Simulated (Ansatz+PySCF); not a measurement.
Two shapes of singlet BF4(-).

Shape 1:

```xyz
5

B     0.0000    0.0000    0.0000
F     0.8103    0.8103    0.8103
F     0.8103   -0.8103   -0.8103
F    -0.8103    0.8103   -0.8103
F    -0.8103   -0.8103    0.8103
```

Shape 2:

```xyz
5

B    -0.0204    0.0083   -0.0449
F     0.8525    0.7906    0.7921
F     0.8563   -0.7921   -0.8034
F    -0.7952    0.8187   -0.7633
F    -0.8248   -0.7985    0.7639
```

Basis set: def2-SVP (spherical functions). Left uncorrelated: 5 orbitals. Charge -1, multiplicity 1.

Computed with Ansatz (development build ahead of 0.2.0); each method stands on the lowest determinant of its kind that the runs found.

Q: Which shape is lower in energy, and by how much in each method?

A:

| method | E(2) − E(1) (eV) |
| --- | --- |
| RHF-MP2 | 0.151 |
| UHF-MP2 | 0.151 |
| PBE (restricted) | 0.154 |
| PBE0 (unrestricted) | 0.134 |
| ωB97X (unrestricted) | 0.144 |

Shape 1 is lower. Caution: no diffuse functions for an anion.
